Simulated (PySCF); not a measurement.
# Spinor energies of Pd⁴⁺ (palladium, charge +4)

Start: [Kr] 4d6; 4d3/2 filled at m_j = -3/2, -1/2, +1/2, +3/2; 4d5/2 filled at m_j = +3/2, +5/2. Calculated with PySCF 2.14 in x2c-QZVPPall-2c (13s12p9d4f2g, 140 functions): generalised Hartree-Fock with the X2C-1e Hamiltonian and a Gaussian nucleus; one run each with spin-orbit coupling (SO) switched off, then screened by Boettger's factors.

```
spinor shell  electrons  ε, spin-free (eV)  ε, screened SO (eV)  weight of nominal j (screened SO)  rms radius, screened SO (bohr)
       1s1/2          2           -24536.0             -24534.4                              1.000                          0.0365
       2s1/2          2            -3718.2              -3717.7                              1.000                           0.150
       2p1/2          2            -3332.8              -3443.2                              1.000                           0.130
       2p3/2          4            -3332.8              -3281.6                              1.000                           0.135
       3s1/2          2            -755.80              -755.61                              1.000                           0.403
       3p1/2          2            -625.85              -645.78                              1.000                           0.399
       3p3/2          4            -625.85              -616.49                              1.000                           0.409
       3d3/2          4            -419.92              -423.63                              0.976                           0.387
       3d5/2          6            -419.92              -417.22                              0.984                           0.390
       4s1/2          2            -162.97              -162.91                              1.000                           0.997
       4p1/2          2            -122.22              -129.22                              0.742                            1.08
       4p3/2          4            -122.22              -118.78                              0.871                            1.09
       4d3/2          4            -66.489              -66.311                              0.691                            1.34
       4d5/2          2            -66.489              -66.870                              0.876                            1.34
```

| quantity | spin-free | screened SO |
| --- | --- | --- |
| E (hartree) | -5038.66568 | -5039.53574 |
| M_J | 4 | 4 |
| ⟨J²⟩ | 20.006 | 20.013 |
| ⟨L²⟩ | 6.005 | 6.137 |
| ⟨S²⟩ | 6.001 | 5.937 |

Each row is a mean over spinors that exchange with the open shell spreads, by up to 11.179 eV (4p3/2).

Rows whose weight is well below 1 are mixtures of j = l ± 1/2: exchange outweighs spin-orbit coupling there, and the label is only the starting occupation.

Breit and QED terms are absent; they matter most for the inner s and p1/2 levels.

Densities and radii are taken from the X2C orbitals without a picture-change correction, which distorts them close to the nucleus.

Without spin-orbit coupling the j labels of p, d and f shells carry no meaning; the spin-free column gives the mean over the occupied spinors of each nl shell.
